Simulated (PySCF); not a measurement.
## How methods differ on the ionisation energy of Ca+

Ca+ [Ar] 4s1 (2S) → Ca(2+) [Ar] (1S), as a difference of total energies. All numbers are calculated (PySCF 2.14, scalar relativity by spin-free X2C-1e, in aug-cc-pVDZ-X2C). The calculations carry no spin-orbit coupling.

```tsv
method	ionisation energy (eV)	error (eV)
UHF	11.349	-0.523
PBE	11.987	+0.115
TPSS	11.723	-0.149
```

Reference: 11.872 eV (measured; NIST Atomic Spectra Database, ionization energies).
